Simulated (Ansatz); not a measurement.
`C=C=C(S)O[SiH3]`. Charge 0, multiplicity 1. The geometry is a stationary point of PBE0-D4/def2-TZVP. It is one conformer, not always the lowest.

```xyz
12

C    -0.358    1.692    1.135
C    -0.295    0.425    0.840
C    -0.233   -0.847    0.551
S    -0.682   -2.160    1.644
O     0.185   -1.360   -0.634
Si    0.686   -0.406   -1.905
H     0.483    2.218    1.583
H    -1.253    2.280    0.943
H    -1.022   -1.360    2.665
H     1.861    0.408   -1.509
H    -0.416    0.484   -2.348
H     1.044   -1.375   -2.964
```

Q: What is the dipole moment at PBE/def2-TZVPP? (An estimate is asked.)

A: Ansatz gave: 1.62 D, with components (0.00, 1.61, 0.17) D in this frame, pointing from negative to positive charge.

Q: And with r2SCAN, B3LYP, ωB97M-V? (An estimate is asked.)

A: Ansatz gave: r2SCAN 1.70 D, B3LYP 1.72 D, ωB97M-V 1.78 D.

Q: Give the Mulliken charges with PBE, r2SCAN, ωB97M-V in def2-TZVPP. (Best estimate.)

A: The calculation gave: 
```csv
atom,PBE,r2SCAN,ωB97M-V
C1,-0.19,-0.17,-0.21
C2,-0.12,-0.10,-0.16
C3,0.15,0.17,0.18
S4,-0.12,-0.11,-0.08
O5,-0.25,-0.35,-0.33
Si6,0.34,0.42,0.28
H7,0.12,0.10,0.13
H8,0.12,0.10,0.13
H9,0.12,0.10,0.11
H10,-0.05,-0.06,-0.02
H11,-0.05,-0.06,-0.02
H12,-0.05,-0.06,-0.02
```

B3LYP here is the variant with VWN-RPA as its local correlation; programs differ in this.
